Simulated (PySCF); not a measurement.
SMILES [SiH2](Cl)[SiH2][Si](F)(F)F (H₄ClF₃Si₃) (B3LYP/def2-SVP optimised geometry):

```
11

Si    -1.904     0.762     0.423
F     -2.494    -0.559    -0.291
F     -2.753     2.013    -0.135
F     -2.231     0.642     1.995
Si     0.385     0.941     0.000
Si     1.264    -1.245     0.000
Cl     0.590    -2.163     1.750
H      1.012     1.772     1.067
H      0.575     1.596    -1.328
H      0.765    -2.013    -1.173
H      2.753    -1.245     0.000
```

Calculation: B3LYP/def2-TZVP (PySCF).

Q: What are the frontier orbital energies and the dipole moment?

A: HOMO-2 -9.33 eV, HOMO-1 -9.03 eV, HOMO -8.37 eV, LUMO -1.32 eV, LUMO+1 -1.00 eV; dipole moment 3.11 D.

Meta-Löwdin charges at B3LYP/def2-TZVP: Si1 1.46, F2 -0.49, F3 -0.49, F4 -0.49, Si5 0.08, Si6 0.49, Cl7 -0.30, H8 -0.05, H9 -0.06, H10 -0.08, H11 -0.08.
